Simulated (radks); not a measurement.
All-electron atom: Rh+ in [Ar] 3d10 4s1 4p6 4d8 4f1 (not the ground configuration). Calculated with a radial shooting solver on a logarithmic mesh with Libxc functionals: Dirac Kohn-Sham, LDA (Slater exchange, Perdew-Wang correlation), spin-unpolarised, spherical densities, point nucleus; open shells are shared between the two j in proportion to 2j + 1. Some entries of the table are withheld. Estimate them.

orbital,occ.,eigenvalue (eV),r(max) (bohr),<1/r> (bohr^-1)
1s1/2,2,-23019.13,0.02120,47.01
2s1/2,2,-3355.421,(1),10.78
2p1/2,2,-3110.353,0.09294,10.76
2p3/2,4,-2965.935,0.09703,10.17
3s1/2,2,-616.5872,0.3520,3.738
3p1/2,2,-520.5419,(2),3.645
3p3/2,4,-495.6771,(3),3.500
3d3/2,4,-324.9063,(4),3.330
3d5/2,6,-319.9969,(5),3.293
4s1/2,1,-101.9542,0.8771,1.425
4p1/2,2,-72.3816,0.9207,1.306
4p3/2,4,-68.3036,0.9454,1.261
4d3/2,3.2,(6),1.109,0.9511
4d5/2,4.8,(7),1.120,0.9397
5s1/2,0,-16.7832,2.321,0.4879
5p1/2,0,-11.0968,(8),0.4003
5p3/2,0,-10.7097,(9),0.3886
4f5/2,0.428571,-2.4908,7.786,0.1338
4f7/2,0.571429,-2.4907,7.787,0.1338

Answer. 
(1) 2s1/2 r(max) (bohr): 0.1200
(2) 3p1/2 r(max) (bohr): 0.3384
(3) 3p3/2 r(max) (bohr): 0.3481
(4) 3d3/2 r(max) (bohr): 0.2893
(5) 3d5/2 r(max) (bohr): 0.2921
(6) 4d3/2 eigenvalue (eV): -23.8702
(7) 4d5/2 eigenvalue (eV): -23.3973
(8) 5p1/2 r(max) (bohr): 2.732
(9) 5p3/2 r(max) (bohr): 2.810
